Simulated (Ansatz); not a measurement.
Steps of a relaxation of `COB(S)OC` with RKS PBE0-D4/def2-TZVP.

```sh
$ ansatz run in.yaml --threads 2 --pin off --events-out ev --progress --plain --max-ram 22528MiB --backend cuda --devices 0, --max-vram 18GiB
```

```yaml
crystal:
  periodic: [false, false, false]
  atoms:
    - {symbol: C, position_ang: [-1.706415, -1.664423, -0.067527]}
    - {symbol: O, position_ang: [-0.766689, -0.932802, 0.682695]}
    - {symbol: B, position_ang: [0.072602, 0.020131, 0.174702]}
    - {symbol: S, position_ang: [0.143103, 0.543262, -1.599300]}
    - {symbol: O, position_ang: [0.907469, 0.616318, 1.076064]}
    - {symbol: C, position_ang: [1.834505, 1.620520, 0.713905]}
    - {symbol: H, position_ang: [-2.462025, -1.004433, -0.551981]}
    - {symbol: H, position_ang: [-2.242263, -2.348900, 0.619729]}
    - {symbol: H, position_ang: [-1.222055, -2.282323, -0.857992]}
    - {symbol: H, position_ang: [-0.822035, -0.299058, -2.054843]}
    - {symbol: H, position_ang: [1.327545, 2.521021, 0.301630]}
    - {symbol: H, position_ang: [2.393789, 1.918671, 1.621947]}
    - {symbol: H, position_ang: [2.562968, 1.257016, -0.044430]}
basis:
  gaussian: {orbitals: def2-TZVP}
hamiltonian: {xc: pbe0, dispersion: d4}
relax: {f_tol: 0.005, max_steps: 150}
```

Positions (Å) and forces (eV/Å) along the path, 6 of 6 steps:

```xyz
13
step=1 energy=-17788.3955 eV
C    -1.706   -1.664   -0.068   -0.315   -0.234   -0.306
O    -0.767   -0.933    0.683    0.151    0.213   -0.283
B     0.073    0.020    0.175   -0.033   -0.048    0.183
S     0.143    0.543   -1.599   -0.352   -0.391    0.126
O     0.907    0.616    1.076   -0.116   -0.041   -0.340
C     1.835    1.621    0.714    0.273    0.315   -0.171
H    -2.462   -1.004   -0.552    0.423   -0.288    0.288
H    -2.242   -2.349    0.620    0.331    0.392   -0.297
H    -1.222   -2.282   -0.858   -0.188    0.343    0.438
H    -0.822   -0.299   -2.055    0.352    0.304    0.174
H     1.328    2.521    0.302    0.197   -0.481    0.228
H     2.394    1.919    1.622   -0.332   -0.207   -0.433
H     2.563    1.257   -0.044   -0.390    0.121    0.393
13
step=2 energy=-17788.4414 eV
C    -1.697   -1.654   -0.071   -0.136   -0.102   -0.109
O    -0.763   -0.928    0.683    0.098    0.135   -0.089
B     0.068    0.022    0.178    0.019   -0.049    0.081
S     0.143    0.539   -1.589   -0.154   -0.157    0.055
O     0.902    0.611    1.074   -0.089   -0.042   -0.123
C     1.823    1.611    0.705    0.107    0.122   -0.048
H    -2.441   -0.994   -0.544    0.128   -0.094    0.087
H    -2.222   -2.331    0.611    0.087    0.107   -0.097
H    -1.210   -2.259   -0.852   -0.063    0.104    0.134
H    -0.812   -0.298   -2.039    0.138    0.126    0.053
H     1.314    2.498    0.300    0.067   -0.144    0.067
H     2.375    1.903    1.604   -0.086   -0.048   -0.130
H     2.539    1.243   -0.045   -0.117    0.042    0.119
13
step=3 energy=-17788.4457 eV
C    -1.694   -1.652   -0.072   -0.013   -0.024   -0.011
O    -0.760   -0.927    0.682    0.037    0.002   -0.007
B     0.076    0.013    0.177   -0.074    0.052    0.032
S     0.142    0.537   -1.583    0.017   -0.015    0.003
O     0.900    0.609    1.072    0.012   -0.032   -0.019
C     1.820    1.609    0.702    0.018    0.010    0.001
H    -2.431   -0.993   -0.543   -0.007    0.013   -0.001
H    -2.219   -2.322    0.608   -0.005   -0.006    0.010
H    -1.207   -2.255   -0.845    0.007   -0.003   -0.008
H    -0.814   -0.285   -2.037    0.004   -0.002    0.002
H     1.310    2.487    0.294   -0.011    0.007   -0.004
H     2.365    1.904    1.598    0.005    0.002    0.010
H     2.534    1.239   -0.039    0.008   -0.004   -0.007
13
step=4 energy=-17788.4461 eV
C    -1.697   -1.654   -0.072    0.025    0.023    0.012
O    -0.761   -0.926    0.679   -0.015   -0.017    0.007
B     0.071    0.018    0.177    0.003    0.007   -0.013
S     0.143    0.537   -1.585   -0.002   -0.001   -0.004
O     0.902    0.608    1.069    0.009    0.008    0.010
C     1.822    1.611    0.703   -0.021   -0.022    0.001
H    -2.438   -0.995   -0.538   -0.002    0.000   -0.002
H    -2.216   -2.327    0.611   -0.001   -0.001   -0.001
H    -1.211   -2.254   -0.848    0.001   -0.001   -0.003
H    -0.810   -0.288   -2.039    0.000    0.001   -0.002
H     1.312    2.488    0.293    0.000    0.003   -0.002
H     2.364    1.905    1.601   -0.001    0.000   -0.001
H     2.539    1.241   -0.037    0.003    0.000   -0.003
13
step=5 energy=-17788.4462 eV
C    -1.696   -1.652   -0.072    0.004    0.003    0.003
O    -0.761   -0.926    0.682   -0.008   -0.007   -0.002
B     0.070    0.018    0.180    0.006    0.007   -0.005
S     0.142    0.536   -1.583   -0.001   -0.001    0.001
O     0.901    0.609    1.072    0.002    0.002    0.000
C     1.821    1.609    0.702   -0.002   -0.002    0.001
H    -2.436   -0.993   -0.537    0.000   -0.001    0.000
H    -2.214   -2.329    0.607    0.000   -0.001    0.000
H    -1.208   -2.249   -0.850   -0.001    0.001    0.001
H    -0.811   -0.288   -2.037    0.001    0.001    0.000
H     1.312    2.486    0.290    0.000   -0.001    0.000
H     2.363    1.906    1.599    0.000    0.000    0.000
H     2.538    1.237   -0.037   -0.001    0.000    0.001
13
step=6 energy=-17788.4462 eV
C    -1.696   -1.652   -0.072    0.000    0.000    0.000
O    -0.762   -0.926    0.682    0.000    0.000    0.000
B     0.070    0.019    0.179    0.000    0.000    0.000
S     0.143    0.537   -1.583    0.000    0.000    0.000
O     0.900    0.609    1.071    0.000    0.000    0.000
C     1.821    1.609    0.702    0.000    0.000    0.000
H    -2.438   -0.994   -0.536    0.000    0.000    0.000
H    -2.213   -2.330    0.607    0.000    0.000    0.000
H    -1.208   -2.248   -0.851    0.000    0.000    0.000
H    -0.811   -0.287   -2.038    0.000    0.000    0.000
H     1.313    2.485    0.289    0.000    0.000    0.000
H     2.363    1.907    1.600    0.000    0.000    0.000
H     2.539    1.236   -0.036    0.000    0.000    0.000
```

It took 12 s on 2 threads of an AMD EPYC 7R13 on a shared host and a share of an NVIDIA H100 80 GB, with 0.89 GiB of host memory at the peak.
